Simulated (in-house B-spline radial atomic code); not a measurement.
Configurations of Mo4+, with energies counted from [Kr] (4d3/2)2. All numbers are computed (Dirac-Hartree-Fock, average of each configuration as written; Fermi nucleus of rms radius 4.4091 fm) with a B-spline radial code for spherical atoms, not measured. Energies include first-order Breit, QED and recoil terms.

Occupations are held fixed; configurations that lie above the ionisation limit could autoionise.

| configuration | E - E(ref) (eV) | highest orbital | its <r> (bohr) |
| --- | --- | --- | --- |
| [Kr] (4d5/2)1 (6d3/2)1 | 37.903 | 6d3/2 | 6.288 |
| [Kr] (4d5/2)1 (5f5/2)1 | 38.218 | 5f5/2 | 5.569 |
| [Kr] (4d5/2)1 (7f5/2)1 | 45.506 | 7f5/2 | 12.45 |
| [Ar] (3d3/2)3 (3d5/2)6 4s2 4p6 (4d5/2)2 5s1 | 249.27 | 5s1/2 | 2.481 |
| [Ar] (3d3/2)4 (3d5/2)5 4s2 4p6 (4d3/2)2 (7g9/2)1 | 280.95 | 7g9/2 | 12.64 |
| [Ar] (3d3/2)3 (3d5/2)6 4s2 4p6 (4d5/2)2 8s1 | 282.06 | 8s1/2 | 10.44 |

(1) Order these further configurations by energy, lowest first.
A. [Kr] (4d5/2)1 (7p1/2)1
B. [Kr] (4d3/2)1 (4d5/2)1
C. [Kr] (4d5/2)1 (5g9/2)1
D. [Kr] (4d3/2)1 (7d5/2)1
E. [Kr] (4d5/2)2

(2) How far above the reference does [Ar] 3d10 4s2 (4p1/2)1 (4p3/2)4 (4d5/2)2 (7g7/2)1 lie?

(3) How far above the reference does [Ar] 3d10 4s2 (4p1/2)2 (4p3/2)3 (4d3/2)1 (4d5/2)1 (5g9/2)1 lie?

Answers

(1) B (0.44719 eV), E (0.61152 eV), C (39.282 eV), A (40.228 eV), D (42.424 eV).

(2) 87.4 eV; its least bound orbital is 7g7/2 with <r> = 12.63 bohr.

(3) 78.849 eV; its least bound orbital is 5g9/2 with <r> = 5.465 bohr.
